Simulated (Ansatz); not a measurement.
Reaction (formal exchange of groups at the Si–C bond): `C[SiH2]C(O)F` + `CCCC(=O)O` → `OC(F)[SiH3]` + `CCCC(=O)OC`

Computed with Ansatz on PBE0-D4/def2-TZVP structures; ΔE is electronic, products minus reactants. CCSD(T)/CBS adds triple-zeta CCSD(T) − MP2 to the extrapolated MP2 energy (def2 sets, frozen cores). Each species was taken in one conformer, which may not be the lowest.

```json
{"species": "`C[SiH2]C(O)F`", "CCSD(T)/CBS(def2) energy (Eh)": "-544.35930"}
{"species": "`CCCC(=O)O`", "CCSD(T)/CBS(def2) energy (Eh)": "-307.39674"}
{"species": "`OC(F)[SiH3]`", "CCSD(T)/CBS(def2) energy (Eh)": "-505.08050"}
{"species": "`CCCC(=O)OC`", "CCSD(T)/CBS(def2) energy (Eh)": "-346.64202"}
```

Question: Work out ΔE.

Answer: ΔE = (-505.08050) + (-346.64202) − (-544.35930) − (-307.39674) = 0.03352 Eh = +0.91 eV.

Largest T1 diagnostic among the species: 0.013.

The D4 term adds +0.04 eV with B3LYP and +0.02 eV with PBE0; it sums over pairs of atoms, weighted by their polarisabilities, and B3LYP, whose exchange is more repulsive, gets the larger term. In def2-TZVPP, CCSD(T) changes the Hartree–Fock value by +0.13 eV (the triples alone add +0.00 eV) and MP2 by +0.20 eV.

B3LYP here is the variant with VWN-RPA as its local correlation; programs differ in this.
